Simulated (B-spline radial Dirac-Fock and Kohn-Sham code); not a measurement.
Satellites and hypersatellites of the K lines of In⁷⁺

System: In⁷⁺, [Kr] 4d6.

Level of theory: Dirac-Fock energy differences between relaxed states, corrected for Breit and QED terms; a radial atomic solver. Each two-hole energy is an average over J within one jj subconfiguration, not an observable level; in light atoms, where LS coupling holds, the j-resolved values are not observed lines, and for a K spectator the Kα1 hypersatellite is nearly forbidden. Electron correlation is not included.

Lines without a spectator: Kα2 (K-L2) 23999.5 eV, Kα1 (K-L3) 24207.5 eV, Kβ3 (K-M2) 27235.5 eV, Kβ1 (K-M3) 27274.1 eV. Shifts in eV with one spectator hole (a dash: not computed, or left out as unreliable):

```
spectator hole    Kα2    Kα1     Kβ3     Kβ1
    L2 (2p1/2)  +61.9  +77.9       –  +165.7
    L3 (2p3/2)  +60.7  +60.9  +147.1       –
    M2 (3p1/2)      –  +8.99  +20.71  +25.05
    M3 (3p3/2)  +6.69      –  +21.40  +20.86
    M4 (3d3/2)  +1.23  -1.34       –       –
    M5 (3d5/2)  -1.82  +0.08       –       –
```

**Question.** Where does the K-L3 hypersatellite lie, emitted when both K electrons are missing?

**Answer.** +579.7 eV from the normal line, at 24787.2 eV. Removing both K electrons costs 56936.0 eV, which is 791.0 eV more than twice the K binding energy.

With n spectator holes in 2p, averaged over the 2p shell (energies in eV):

```
n     KαLⁿ   step  hypersatellite KαʰLⁿ
0  24138.1      –               24712.0
1  24203.6  +65.5               24779.0
2  24270.3  +66.8               24847.2
3  24338.4  +68.1               24916.7
4  24407.7  +69.4               24987.6
5  24478.4  +70.7               25059.7
```

Run: 51 s of CPU time on 1 thread of Neoverse-N1 (shared host), peak memory 0.42 GiB.
